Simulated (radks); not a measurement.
Initial-state core-level shifts of the palladium ion Pd+ when its valence configuration changes from [Kr] 4d9. Calculated with a radial shooting solver on a logarithmic mesh with Libxc functionals: scalar-relativistic Kohn-Sham, r2SCAN, spin-polarised, spherical densities, finite nucleus; open shells are filled with parallel spins first (spin-orbit coupling, left out, can overturn this in heavy ions); meta-GGA in the generalised Kohn-Sham scheme; Fermi nuclear charge, rms radius 4.5318 fm. Shifts are changes of the shell-averaged eigenvalues in eV (positive: less bound); the change of the density at the nucleus, which sets a Mossbauer isomer shift, is in e/bohr^3, on a base of 1.359e+05.

valence               1s       2p       3d       4s  density at nucleus
4d8 5p1           -6.062   -6.253   -6.236   -5.858               +3.08
4d7 5s1 5p1      -10.811  -11.310  -11.218  -10.210              +33.95
4d8 5s1           -4.568   -4.811   -4.776   -4.355              +26.85
4d7 5s2           -9.688  -10.208  -10.100   -9.075              +57.33
4d7 5s1.5 5p0.5  -10.324  -10.832  -10.730   -9.708              +45.76
4d8.5 5s0.5       -2.259   -2.374   -2.360   -2.170              +12.57
4d6 5s2 5p1      -16.323  -17.150  -16.933  -15.093              +68.54
4d6 5s1 5p2      -17.201  -18.024  -17.823  -15.982              +42.94
4d8 5s0.5 5p0.5   -5.320   -5.536   -5.510   -5.112              +14.82
